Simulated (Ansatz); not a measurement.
Stepwise reaction of `N[Si@@H](Cl)[Si@@H](N)Cl` with hydrogen fluoride, as a gas-phase model of exchange steps in deposition or etching. ΔE in kJ/mol.

Computed with Ansatz on PBE0-D4/def2-TZVP structures; ΔE is electronic, products minus reactants. CCSD(T)/CBS is the MP2 limit (def2-TZVPP, def2-QZVPP) plus CCSD(T) − MP2 in def2-TZVPP, frozen cores. This one scheme is used for every species. DFT in def2-TZVPP. B3LYP here is the variant with VWN-RPA as its local correlation; programs differ in this. Each species was taken in one conformer, which may not be the lowest.

```
step                                                           reaction  PBE-D4  B3LYP-D4  ωB97M-V  CCSD(T)/CBS
   1  `N[Si@@H](Cl)[Si@@H](N)Cl` + H–F → `N[Si@H](Cl)[Si@@H](N)F` + HCl   -25.9     -34.9    -34.3        -30.7
```

(1) Give the row of step 2, `N[Si@H](Cl)[Si@@H](N)F` + H–F → `N[Si@H](F)[Si@@H](N)F` + HCl. (An estimate is asked.)

(2) By hand: ΔE of the 2 steps together at CCSD(T)/CBS.

Results:

(1) The calculation gave: 
```tsv
step	reaction	PBE-D4	B3LYP-D4	ωB97M-V	CCSD(T)/CBS
2	`N[Si@H](Cl)[Si@@H](N)F` + H–F → `N[Si@H](F)[Si@@H](N)F` + HCl	-28.0	-37.3	-36.4	-33.1
```

(2) (-30.7) + (-33.1) = -63.8 kJ/mol, or -31.9 kJ/mol a step.

In ΔE the steps differ by no more than 2.4 kJ/mol. All are downhill at CCSD(T)/CBS. PBE-D4 differs from CCSD(T)/CBS by 4.8 to 5.1 kJ/mol a step. Isolated molecules leave out the surface, adducts and barriers. Largest T1 diagnostic: 0.012.
